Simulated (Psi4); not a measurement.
C3H10F2Si2 (SMILES C[Si](C)(C)[SiH](F)F), singlet, geometry from GFN2-xTB, atoms displaced at random by about 0.08 Å a coordinate; PBE0/STO-3G, gradient (Psi4).

Input for Psi4:
```
memory 2 GB

molecule mol {
0 1
  Si    1.166419   -0.274034    0.666535
  F     1.979459   -0.887453   -0.363094
  F     0.831579   -1.498842    1.646343
  Si   -0.802556    0.413920   -0.298245
  C    -1.947685    1.052405    0.941822
  C    -1.562652   -0.906380   -1.313617
  C    -0.306831    1.908358   -1.485297
  H     2.230270    0.524225    1.534414
  H    -2.206488    0.208341    1.683671
  H    -2.893816    1.471093    0.497698
  H    -1.593085    1.825287    1.445717
  H    -2.433143   -0.619592   -1.670758
  H    -0.920192   -1.282538   -1.904541
  H    -1.757870   -1.860170   -0.648364
  H     0.057397    2.824179   -1.079045
  H    -1.199931    2.139210   -2.012173
  H     0.575017    1.634470   -2.408165
symmetry c1
no_reorient
no_com
}

set basis sto-3g
set reference rks

gradient('pbe0')
print_variables()
```

### Question
Predict the main parts of the log of this Psi4 run.

### Answer

```
gradient() will perform analytic gradient computation.

   => Loading Basis Set <=

    Name: STO-3G
    Role: ORBITAL
    Keyword: BASIS

         ---------------------------------------------------------
                                   SCF
               by Justin Turney, Rob Parrish, Andy Simmonett
                          and Daniel G. A. Smith
                              RKS Reference
         ---------------------------------------------------------

  ==> Geometry <==

    Molecular point group: c1
    Full point group: C1

    Geometry (in Angstrom), charge = 0, multiplicity = 1:

       Center              X                  Y                   Z               Mass
    ------------   -----------------  -----------------  -----------------  -----------------
         SI           1.166419000000    -0.274034000000     0.666535000000    27.976926534650
         F            1.979459000000    -0.887453000000    -0.363094000000    18.998403162730
         F            0.831579000000    -1.498842000000     1.646343000000    18.998403162730
         SI          -0.802556000000     0.413920000000    -0.298245000000    27.976926534650
         C           -1.947685000000     1.052405000000     0.941822000000    12.000000000000
         C           -1.562652000000    -0.906380000000    -1.313617000000    12.000000000000
         C           -0.306831000000     1.908358000000    -1.485297000000    12.000000000000
         H            2.230270000000     0.524225000000     1.534414000000     1.007825032230
         H           -2.206488000000     0.208341000000     1.683671000000     1.007825032230
         H           -2.893816000000     1.471093000000     0.497698000000     1.007825032230
         H           -1.593085000000     1.825287000000     1.445717000000     1.007825032230
         H           -2.433143000000    -0.619592000000    -1.670758000000     1.007825032230
         H           -0.920192000000    -1.282538000000    -1.904541000000     1.007825032230
         H           -1.757870000000    -1.860170000000    -0.648364000000     1.007825032230
         H            0.057397000000     2.824179000000    -1.079045000000     1.007825032230
         H           -1.199931000000     2.139210000000    -2.012173000000     1.007825032230
         H            0.575017000000     1.634470000000    -2.408165000000     1.007825032230

  Running in c1 symmetry.

  Rotational constants: A =      0.07557  B =      0.03942  C =      0.03552 [cm^-1]
  Rotational constants: A =   2265.45026  B =   1181.72281  C =   1064.74533 [MHz]
  Nuclear repulsion =  492.334210370576045

  Charge       = 0
  Multiplicity = 1
  Electrons    = 74
  Nalpha       = 37
  Nbeta        = 37

  ==> Algorithm <==

  SCF Algorithm Type is DF.
  DIIS enabled.
  MOM disabled.
  Fractional occupation disabled.
  Guess Type is SAD.
  Energy threshold   = 1.00e-08
  Density threshold  = 1.00e-08
  Integral threshold = 1.00e-12

  ==> Primary Basis <==

  Basis Set: STO-3G
    Blend: STO-3G
    Number of shells: 35
    Number of basis functions: 53
    Number of Cartesian functions: 53
    Spherical Harmonics?: true
    Max angular momentum: 1

  ==> DFT Potential <==

   => LibXC <=

    Version 7.1.2
    S. Lehtola, C. Steigemann, M. J. T. Oliveira, and M. A. L. Marques,  SoftwareX 7, 1–5 (2018) (10.1016/j.softx.2017.11.002)

   => Composite Functional: PBE0 <=

    PBE0 Hyb-GGA Exchange-Correlation Functional

    C. Adamo and V. Barone,  J. Chem. Phys. 110, 6158 (1999) (10.1063/1.478522)
    M. Ernzerhof and G. E. Scuseria,  J. Chem. Phys. 110, 5029 (1999) (10.1063/1.478401)

    Deriv               =              1
    GGA                 =           TRUE
    Meta                =          FALSE

    Exchange Hybrid     =           TRUE
    MP2 Hybrid          =          FALSE

   => Exchange Functionals <=

    0.7500   Perdew, Burke & Ernzerhof

   => Exact (HF) Exchange <=

    0.2500               HF

   => Correlation Functionals <=

    1.0000   Perdew, Burke & Ernzerhof

   => LibXC Density Thresholds  <==

    XC_HYB_GGA_XC_PBEH:  1.00E-15

   => Molecular Quadrature <=

    Radial Scheme          =       TREUTLER
    Pruning Scheme         =           NONE
    Nuclear Scheme         =       TREUTLER

    Blocking Scheme        =         OCTREE
    BS radius alpha        =              1
    Pruning alpha          =              1
    Radial Points          =             75
    Spherical Points       =            302
    Total Points           =         358255
    Total Blocks           =           2658
    Max Points             =            256
    Max Functions          =             48
    Weights Tolerance      =       1.00E-15

   => Loading Basis Set <=

    Name: (STO-3G AUX)
    Role: JKFIT
    Keyword: DF_BASIS_SCF

  ==> Integral Setup <==

  SCF_SUBTYPE=INCORE selected. In-core MEM_DF algorithm will be used.
  Using in-core AOs.

  ==> MemDFJK: Density-Fitted J/K Matrices <==

    J tasked:                   Yes
    K tasked:                   Yes
    wK tasked:                   No
    Algorithm:                 Core
    Schwarz Cutoff:           1E-12
    Mask sparsity (%):       4.0584
    Fitting Condition:        1E-10

   => Auxiliary Basis Set <=

  Basis Set: (STO-3G AUX)
    Blend: DEF2-UNIVERSAL-JKFIT
    Number of shells: 261
    Number of basis functions: 815
    Number of Cartesian functions: 963
    Spherical Harmonics?: true
    Max angular momentum: 4

  Minimum eigenvalue in the overlap matrix is 1.8890879329E-01.
  Reciprocal condition number of the overlap matrix is 7.7279576991E-02.
    Using symmetric orthogonalization.

  ==> Pre-Iterations <==

  SCF Guess: Superposition of Atomic Densities via on-the-fly atomic UHF (no occupation information).

   -------------------------
    Irrep   Nso     Nmo
   -------------------------
     A         53      53
   -------------------------
    Total      53      53
   -------------------------

  ==> Iterations <==

[...]
  @DF-RKS Final Energy:  -887.41841405778473
    Total Energy =                       -887.4184140577847302
[...]
                          Rob Parrish, Justin Turney,
                       Andy Simmonett, and Alex Sokolov
         ------------------------------------------------------------

  ==> Geometry <==

    Molecular point group: c1
    Full point group: C1

    Geometry (in Angstrom), charge = 0, multiplicity = 1:

       Center              X                  Y                   Z               Mass
    ------------   -----------------  -----------------  -----------------  -----------------
         SI           1.166419000000    -0.274034000000     0.666535000000    27.976926534650
         F            1.979459000000    -0.887453000000    -0.363094000000    18.998403162730
         F            0.831579000000    -1.498842000000     1.646343000000    18.998403162730
         SI          -0.802556000000     0.413920000000    -0.298245000000    27.976926534650
         C           -1.947685000000     1.052405000000     0.941822000000    12.000000000000
         C           -1.562652000000    -0.906380000000    -1.313617000000    12.000000000000
         C           -0.306831000000     1.908358000000    -1.485297000000    12.000000000000
         H            2.230270000000     0.524225000000     1.534414000000     1.007825032230
         H           -2.206488000000     0.208341000000     1.683671000000     1.007825032230
         H           -2.893816000000     1.471093000000     0.497698000000     1.007825032230
         H           -1.593085000000     1.825287000000     1.445717000000     1.007825032230
         H           -2.433143000000    -0.619592000000    -1.670758000000     1.007825032230
         H           -0.920192000000    -1.282538000000    -1.904541000000     1.007825032230
         H           -1.757870000000    -1.860170000000    -0.648364000000     1.007825032230
         H            0.057397000000     2.824179000000    -1.079045000000     1.007825032230
         H           -1.199931000000     2.139210000000    -2.012173000000     1.007825032230
         H            0.575017000000     1.634470000000    -2.408165000000     1.007825032230

  Nuclear repulsion =  492.334210370576045

  ==> Basis Set <==

  Basis Set: STO-3G
    Blend: STO-3G
    Number of shells: 35
    Number of basis functions: 53
    Number of Cartesian functions: 53
    Spherical Harmonics?: true
    Max angular momentum: 1

  ==> DFJKGrad: Density-Fitted SCF Gradients <==

    Gradient:                    1
    J tasked:                  Yes
    K tasked:                  Yes
    wK tasked:                  No
    Integrals threads:           1
    Schwarz Cutoff:          1E-12
    Fitting Condition:       1E-10

   => Auxiliary Basis Set <=

  Basis Set: (STO-3G AUX)
    Blend: DEF2-UNIVERSAL-JKFIT
    Number of shells: 261
    Number of basis functions: 815
    Number of Cartesian functions: 963
    Spherical Harmonics?: true
    Max angular momentum: 4

  ==> DFT Potential <==

   => LibXC <=

    Version 7.1.2
    S. Lehtola, C. Steigemann, M. J. T. Oliveira, and M. A. L. Marques,  SoftwareX 7, 1–5 (2018) (10.1016/j.softx.2017.11.002)

   => Composite Functional: PBE0 <=

    PBE0 Hyb-GGA Exchange-Correlation Functional

    C. Adamo and V. Barone,  J. Chem. Phys. 110, 6158 (1999) (10.1063/1.478522)
    M. Ernzerhof and G. E. Scuseria,  J. Chem. Phys. 110, 5029 (1999) (10.1063/1.478401)

    Deriv               =              1
    GGA                 =           TRUE
    Meta                =          FALSE

    Exchange Hybrid     =           TRUE
    MP2 Hybrid          =          FALSE

   => Exchange Functionals <=

    0.7500   Perdew, Burke & Ernzerhof

   => Exact (HF) Exchange <=

    0.2500               HF

   => Correlation Functionals <=

    1.0000   Perdew, Burke & Ernzerhof

   => LibXC Density Thresholds  <==

    XC_HYB_GGA_XC_PBEH:  1.00E-15

   => Molecular Quadrature <=

    Radial Scheme          =       TREUTLER
    Pruning Scheme         =           NONE
    Nuclear Scheme         =       TREUTLER

    Blocking Scheme        =         OCTREE
    BS radius alpha        =              1
    Pruning alpha          =              1
    Radial Points          =             75
    Spherical Points       =            302
    Total Points           =         358255
    Total Blocks           =           2658
    Max Points             =            256
    Max Functions          =             48
    Weights Tolerance      =       1.00E-15

  -Total Gradient:
     Atom            X                  Y                   Z
    ------   -----------------  -----------------  -----------------
       1        0.073430633795    -0.102220877694    -0.154243131524
       2       -0.119905678975     0.085851596278     0.156875024328
       3        0.012043130958     0.023989997745    -0.023765063956
       4       -0.057866989685    -0.049138197354     0.025223059019
       5        0.092909381058     0.088682338225     0.019445251622
       6        0.014110004536     0.042099707339    -0.191948538043
       7       -0.063185525689     0.069196546724     0.060856777146
       8        0.037798253969     0.006792359108     0.024783281243
       9       -0.003402775172    -0.034268496783     0.025131143454
      10       -0.015121170800     0.019533443494    -0.006705439049
      11       -0.049442051314    -0.083051463375    -0.062701291337
      12        0.098120030740    -0.029781932175     0.055660671986
      13       -0.105079256603     0.052145468004     0.125971182082
      14       -0.000212350376    -0.049480973656     0.021776059967
      15       -0.007413292092    -0.017029811533    -0.023345684031
      16        0.023510478409    -0.010571042802     0.020440859262
      17        0.069512244644    -0.012489179445    -0.073363815840

  Variable Map:
  ----------------------------------------------------------------------------
[...]
  Array Variable Map:
  ----------------------------------------------------------------------------
[...]
[...]
```
